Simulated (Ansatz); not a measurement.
```yaml
crystal:
  periodic: [false, false, false]
  atoms:
    - {symbol: N, position_ang: [-0.960350, -1.279464, -2.208282]}
    - {symbol: Xx, position_ang: [-0.345653, -0.458687, -0.787960]}
    - {symbol: O, position_ang: [-0.131420, -1.315048, 0.639927]}
    - {symbol: Si, position_ang: [0.231292, -1.704960, 2.171993]}
    - {symbol: O, position_ang: [0.024666, 1.176739, -0.866435]}
    - {symbol: Si, position_ang: [0.500606, 2.677776, -0.477663]}
    - {symbol: H, position_ang: [-1.204281, -2.254584, -2.241923]}
    - {symbol: H, position_ang: [-1.117343, -0.839051, -3.098694]}
    - {symbol: H, position_ang: [-0.972574, -2.248893, 2.855497]}
    - {symbol: H, position_ang: [0.707831, -0.512655, 2.925299]}
    - {symbol: H, position_ang: [1.300860, -2.738534, 2.192877]}
    - {symbol: H, position_ang: [1.735200, 3.030007, -1.228988]}
    - {symbol: H, position_ang: [-0.566147, 3.653719, -0.826606]}
    - {symbol: H, position_ang: [0.784512, 2.784438, 0.979757]}
basis:
  gaussian: {orbitals: aug-pcseg-2, point_charges: [{charge: 0.50, position_ang: [4.582, 0.912, 0.443]}]}
total_charge: -1
magnetization: {spin_polarized: true, initial_magnetization: 1}
hamiltonian: {xc: {name: B97M-V}, pseudopotentials: {relativity: scalar}}
scf: {lower_state_search: light}
output: {forces: true}
```

```sh
$ ansatz run in.yaml --threads 4 --pin off --events-out ev --progress --plain --max-ram 11315MiB
```

Task: How does Ansatz answer? (An estimate is asked.)

Result: The calculation gave: The program refused the input.
```
Error: YAML parse error: error: line 5 column 16: `Xx` is not an element symbol (H … Og, case-exact)
 --> <input>:5:16
3 |   atoms:
4 |     - {symbol: N, position_ang: [-0.960350, -1.279464, -2.208282]}
5 |     - {symbol: Xx, position_ang: [-0.345653, -0.458687, -0.787960]}
6 |     - {symbol: O, position_ang: [-0.131420, -1.315048, 0.639927]}
7 |     - {symbol: Si, position_ang: [0.231292, -1.704960, 2.171993]}
```
